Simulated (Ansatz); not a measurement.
Cost and result for the atomization energy of `CC1=[N+](C)[Sn-]([CH3])[N]1C` (20 atoms, 20 bonds).

```xyz
20

C     0.6352   -1.8700   -0.4761
C    -0.0011   -0.5214   -0.3876
N     0.5492    0.5625   -0.9054
C     1.7839    0.5495   -1.6313
Sn   -1.1864    1.8610   -0.4238
C    -0.3026    2.5329    1.4720
N    -1.1609   -0.2743    0.1920
C    -1.9862   -1.2675    0.8143
H     0.0559   -2.6276    0.0478
H     1.6410   -1.8401   -0.0505
H     0.7368   -2.1687   -1.5229
H     1.7432   -0.0714   -2.5365
H     2.6250    0.1937   -1.0221
H     2.0241    1.5654   -1.9480
H     0.2798    3.4452    1.3148
H    -1.0907    2.7635    2.1944
H     0.3471    1.7597    1.8849
H    -2.2943   -2.0643    0.1253
H    -1.5013   -1.7367    1.6795
H    -2.8976   -0.7913    1.1792
```

Total charge 0; spin multiplicity 1. Correlated methods include outer-core shells of Sn, which these sets cover unevenly. Sn: def2 effective core potential. The geometry is a stationary point of PBE0-D4/def2-TZVP. Program: Ansatz. All runs use 5 threads of an AMD EPYC 7R13 on a shared host and a share of an NVIDIA H100 80 GB. Times are those of one run each, without the atoms' runs, and a repeat can differ threefold. Electronic energies, without spin–orbit coupling; frozen cores. CCSD(T)/CBS adds CCSD(T) − MP2 in def2-TZVPP to the MP2 limit, and its time is that of the two runs behind it. T1 = 0.015. With those shells the extrapolation isn't a true limit. B3LYP takes the VWN-RPA correlation (the form of Gaussian; ORCA's B3LYP/G). HSE06 is the plane-wave form, built on full-range PBE exchange.

CCSD(T)/CBS is a level of theory with its own doubt, some kJ/mol a heavy atom from the limit and from the frozen cores, so smaller differences don't rank the functionals.

```csv
level,functions,wall time,atomization (kJ/mol),difference from CCSD(T)/CBS,per bond
B2PLYP/def2-TZVPP,435,9.5 s,7653.3,-78.3,-3.9
r2SCAN-D4/def2-TZVPP (with forces),435,11 s,7736.6,5.0,0.2
BLYP-D4/def2-TZVPP,435,11 s,7764.3,32.7,1.6
LDA (SPW92)/def2-TZVPP,435,11 s,8896.5,1164.9,58.2
CCSD(T)/def2-SVP,184,12 s,7338.5,-393.1,-19.7
r2SCANh-D4/def2-TZVPP,435,12 s,7688.8,-42.8,-2.1
HSE06-D4/def2-TZVPP,435,13 s,7790.5,58.9,2.9
CAM-B3LYP-D4/def2-TZVPP,435,13 s,7777.4,45.8,2.3
PBE-QIDH/def2-TZVPP,435,14 s,7689.5,-42.1,-2.1
MP2/def2-QZVPP,841,14 s,7748.2,16.6,0.8
B3LYP-D4/def2-TZVPP (with forces),435,16 s,7760.3,28.7,1.4
CCSD(T)/def2-TZVPP,435,51 s,7524.7,-206.9,-10.3
CCSD(T)/CBS(def2),–,65 s,7731.6,0.0,0.0
```

Leaving LDA and LC-ωPBE aside and taking each functional with its dispersion term where it has one, the values, not all of them listed here, spread over 419.8 kJ/mol, from BHLYP-D4 to PBE-D4. LDA lies +1011.1 kJ/mol from PBE without D4, its usual overbinding. In def2-TZVPP, CCSD(T) changes the Hartree–Fock value by +2024.9 kJ/mol (the triples alone add +129.4 kJ/mol) and MP2 by +2125.8 kJ/mol; breaking electron pairs costs correlation energy, which Hartree–Fock lacks. The D4 term adds +86.4 kJ/mol with B3LYP and +46.7 kJ/mol with PBE0; it sums over pairs of atoms, weighted by their polarisabilities, and B3LYP, whose exchange is more repulsive, gets the larger term.

Spin–orbit coupling would lower the free Sn atoms strongly, and the atomization energy with them, by more than many differences here. For some Ge, Se and Sn compounds the MP2-based and the directly extrapolated limit differ by 10 to 25 kJ/mol.
